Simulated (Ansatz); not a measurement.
Cu(AsH3)Me (CH6AsCu). The state is a singlet with charge 0. Geometry B3LYP-D4/def2-SVP, basis def2-TZVP, Ansatz.

```tsv
run	HOMO (eV)	LUMO (eV)
A	-4.84	-1.13
B	-4.71	-1.24
C	-4.80	-1.31
D	-5.25	-0.83
E	-7.13	0.39
F	-5.77	-0.51
```

Q: The runs used CAM-B3LYP, PBE, PBE0, r2SCAN, r2SCANh, revPBE. Estimate which is which.

A: A r2SCAN (0 % exact exchange); B revPBE (0 % exact exchange); C PBE (0 % exact exchange); D r2SCANh (10 % exact exchange); E CAM-B3LYP (range-separated); F PBE0 (25 % exact exchange). Exact exchange lowers occupied and raises empty levels; among semilocal functionals meta-GGAs tend to open the gap a little, and such runs are hard to tell apart. The gap grows from 3.47 eV (revPBE) to 7.52 eV (CAM-B3LYP).
